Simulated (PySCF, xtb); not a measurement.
C2H4N, SMILES CC#[NH+], charge +1.

GFN2-xTB (xtb 6.7.1) at its own geometry gives an orbital gap of 6.11 eV.

Geometry optimised at B3LYP-D3(BJ)/def2-TZVP. The isomer is the one that the SMILES or the coordinates give; other isomers of the formula were not compared.

Question: What does PySCF with CAM-B3LYP/def2-TZVPD give? (Estimate from the structure and the level; the computed values follow.)

Answer: gap 13.20 eV (levels -18.75 and -5.54 eV).
